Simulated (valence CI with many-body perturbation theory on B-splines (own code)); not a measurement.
# Br2+: magnetic and hyperfine properties of the levels

Level of theory: valence CI with perturbative core correlation (CI+MBPT): five valence electrons over a frozen Dirac-Fock core [Ar] 3d10, a basis of 9 s, 9 p, 8 d, 6 f, 3 g, 1 h functions for each j, with the one-electron correlation potential Σ1 (screened to all orders), the two-electron term Σ2, the three-electron term Σ3, Breit, model QED; selected single and double excitations, second order for the rest, scaled by the run's own slope (own B-spline code, finite nucleus).

Set against measurement, 9 paired levels are off by 360 cm⁻¹ on average, the worst by 875. These come from a selection out of Moore, Atomic Energy Levels, vol. II, NSRDS-NBS 35 (1971 reprint of NBS Circular 467, 1952), an old analysis. Levels without a partner in it may be off by more. Among the levels kept, up to 1400 cm⁻¹ of a level comes from second order outside the variational space, and about a tenth of that is noise between levels of different J, which matters for small intervals. 6 measured levels below the end of the list, from 141997 cm⁻¹ on, found no clear computed partner, and computed levels of the same name lie up to 2024 cm⁻¹ from them.

A/g_I is the dipole constant over the nuclear g factor μ/I (μ in nuclear magnetons, uniformly magnetised nucleus), B/Q the quadrupole constant per barn. Both hold the static response of the core; the bare values leave it out. Large factors of s and p1/2 electrons are usually good to 5 to 10 %; those of open d and f shells near neutrality can be off by tens of per cent, and small factors of p3/2, d and f electrons come from cancelling terms and can be off by a factor of two or in sign, in half-filled shells by more. B is blank for J = 1/2, where it vanishes, and for nearly pure S terms. Energies count from the lowest level.

Names give the largest LS component (configuration and term), which can be under half, so a name can repeat, a term be missing and a line seem to break the LS rules; names also repeat where a configuration has a term twice. Letters in brackets count levels of one name in rising energy.

```
                Level  E (cm⁻¹)      g  A/g_I (MHz)  A/g_I bare  B/Q (MHz/b)  B/Q bare
      4s2.4p3 4S°_3/2       0.0  1.992         62.2       -64.8                       
      4s2.4p3 2D°_3/2     15322  0.843          825         786         1100       960
      4s2.4p3 2D°_5/2     16370  1.200         1590        1420        -38.6     -32.0
      4s2.4p3 2P°_1/2     27288  0.666         4600        4230                       
      4s2.4p3 2P°_3/2     28747  1.301          861         755        -1130      -981
        4s.4p4 4P_5/2    101233  1.597         4490        4070         1400      1220
        4s.4p4 4P_3/2    103817  1.732         4380        3970        -1100      -957
        4s.4p4 4P_1/2    105061  2.665        10000        9060                       
        4s.4p4 2D_3/2    123820  0.814        -1600       -1460        -2070     -1800
        4s.4p4 2D_5/2    124463  1.204         4410        4030        -3000     -2610
4s2.4p2.4d 2P_3/2 [a]    134844  1.317         -334        -354          213       180
4s2.4p2.4d 2P_1/2 [a]    137210  0.693         1180        1120                       
    4s2.4p2.4d 4F_3/2    139460  0.428          468         477         -365      -344
    4s2.4p2.4d 4F_5/2    140418  1.050          244         220        -10.5     -39.7
    4s2.4p2.4d 4F_7/2    141896  1.248          253         210         -245      -253
    4s2.4p2.4d 4F_9/2    143819  1.329          537         460        -1570     -1420
4s2.4p2.4d 2F_5/2 [a]    144873  0.996         1030         933         -384      -351
    4s2.4p2.5s 4P_1/2    145253  2.432         3000        2680                       
    4s2.4p2.4d 4D_1/2    145820  0.203         1500        1440                       
    4s2.4p2.4d 4D_7/2    145925  1.301          426         361          527       439
    4s2.4p2.4d 4D_3/2    146049  1.185          651         574         -442      -383
    4s2.4p2.4d 4D_5/2    147235  1.215          647         573         -212      -193
    4s2.4p2.5s 4P_3/2    147522  1.717         1150        1020         1300      1130
        4s.4p4 2S_1/2    147682  1.910        14800       13500                       
    4s2.4p2.5s 4P_5/2    150108  1.581         1930        1730        -1580     -1380
4s2.4p2.4d 2F_7/2 [a]    150126  1.257          423         366          359       292
    4s2.4p2.5s 2P_1/2    150919  0.773         -130       -93.1                       
    4s2.4p2.5s 2P_3/2    153739  1.287         1160         992        -1300     -1140
    4s2.4p2.4d 2G_7/2    160020  0.896          983         900         2990      2560
    4s2.4p2.4d 2G_9/2    160462  1.116          699         638         3520      3020
    4s2.4p2.5s 2D_5/2    161103  1.262         1830        1670         2860      2490
    4s2.4p2.5s 2D_3/2    161112  0.865          697         628         1950      1700
    4s2.4p2.4d 4P_5/2    162548  1.549          598         503          475       411
    4s2.4p2.4d 4P_3/2    163584  1.708          484         379         28.7      32.2
    4s2.4p2.4d 4P_1/2    164250  2.627         2360        2020                       
4s2.4p2.4d 2D_3/2 [a]    167678  0.817          756         708         1000       859
4s2.4p2.4d 2D_5/2 [a]    170117  1.173          344         292         1360      1170
   4s2.4p2.5p 2S°_1/2    171027  1.603          359         206                       
4s2.4p2.4d 2P_3/2 [b]    172170  1.332         -337        -331         -133      -110
   4s2.4p2.5p 4D°_1/2    172924  0.430          306         331
```

Take the isotope of mass number 81, with I = 3/2, μ = 2.2686 μN and Q = 0.2579 b. What is the hyperfine structure of 4s2.4p3 2D°_5/2?

From the table A = 2400 MHz, B = -9.94 MHz. Shifts from the centre of gravity in MHz: F = 1: -12600, F = 2: -7800, F = 3: -595, F = 4: 9000.
